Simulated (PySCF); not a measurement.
A calculated (r2SCAN, PySCF 2.14, x2c-TZVPPall, the spin-free X2C one-electron Hamiltonian (Gaussian nucleus)) atom or ion has these occupied shells.

```json
{"shell": "1s α", "electrons": "1", "orbital energy (eV)": "-57294.1", "rms radius, mean of both spins (bohr)": "0.0231"}
{"shell": "1s β", "electrons": "1", "orbital energy (eV)": "-57294.1", "rms radius, mean of both spins (bohr)": "0.0231"}
{"shell": "2s α", "electrons": "1", "orbital energy (eV)": "-9656.3", "rms radius, mean of both spins (bohr)": "0.0935"}
{"shell": "2s β", "electrons": "1", "orbital energy (eV)": "-9656.3", "rms radius, mean of both spins (bohr)": "0.0935"}
{"shell": "2p α", "electrons": "3", "orbital energy (eV)": "-8558.7", "rms radius, mean of both spins (bohr)": "0.0844"}
{"shell": "2p β", "electrons": "3", "orbital energy (eV)": "-8558.7", "rms radius, mean of both spins (bohr)": "0.0844"}
{"shell": "3s α", "electrons": "1", "orbital energy (eV)": "-2182.0", "rms radius, mean of both spins (bohr)": "0.240"}
{"shell": "3s β", "electrons": "1", "orbital energy (eV)": "-2180.3", "rms radius, mean of both spins (bohr)": "0.240"}
{"shell": "3p α", "electrons": "3", "orbital energy (eV)": "-1844.9", "rms radius, mean of both spins (bohr)": "0.241"}
{"shell": "3p β", "electrons": "3", "orbital energy (eV)": "-1843.2", "rms radius, mean of both spins (bohr)": "0.241"}
{"shell": "3d α", "electrons": "5", "orbital energy (eV)": "-1412.6", "rms radius, mean of both spins (bohr)": "0.221"}
{"shell": "3d β", "electrons": "5", "orbital energy (eV)": "-1411.3", "rms radius, mean of both spins (bohr)": "0.221"}
{"shell": "4s α", "electrons": "1", "orbital energy (eV)": "-444.78", "rms radius, mean of both spins (bohr)": "0.540"}
{"shell": "4s β", "electrons": "1", "orbital energy (eV)": "-440.57", "rms radius, mean of both spins (bohr)": "0.540"}
{"shell": "4p α", "electrons": "3", "orbital energy (eV)": "-332.79", "rms radius, mean of both spins (bohr)": "0.574"}
{"shell": "4p β", "electrons": "3", "orbital energy (eV)": "-328.66", "rms radius, mean of both spins (bohr)": "0.574"}
{"shell": "4d α", "electrons": "5", "orbital energy (eV)": "-179.71", "rms radius, mean of both spins (bohr)": "0.628"}
{"shell": "4d β", "electrons": "5", "orbital energy (eV)": "-175.73", "rms radius, mean of both spins (bohr)": "0.628"}
{"shell": "5s α", "electrons": "1", "orbital energy (eV)": "-60.983", "rms radius, mean of both spins (bohr)": "1.31"}
{"shell": "5s β", "electrons": "1", "orbital energy (eV)": "-59.275", "rms radius, mean of both spins (bohr)": "1.31"}
{"shell": "5p α", "electrons": "3", "orbital energy (eV)": "-33.977", "rms radius, mean of both spins (bohr)": "1.54"}
{"shell": "5p β", "electrons": "3", "orbital energy (eV)": "-32.803", "rms radius, mean of both spins (bohr)": "1.54"}
{"shell": "4f α", "electrons": "7", "orbital energy (eV)": "-13.685", "rms radius, mean of both spins (bohr)": "0.876"}
{"shell": "4f β", "electrons": "4", "orbital energy (eV)": "-11.686", "rms radius, mean of both spins (bohr)": "0.876"}
{"shell": "6s α", "electrons": "1", "orbital energy (eV)": "-5.851", "rms radius, mean of both spins (bohr)": "3.81"}
{"shell": "6s β", "electrons": "1", "orbital energy (eV)": "-5.597", "rms radius, mean of both spins (bohr)": "3.81"}
{"shell": "6p α", "electrons": "1", "orbital energy (eV)": "-2.656", "rms radius, mean of both spins (bohr)": "5.27"}
```

Q: Name the element and its charge.

A: Er (erbium, neutral), in [Xe] 4f11 6s2 6p1, one real determinant (an excited configuration).
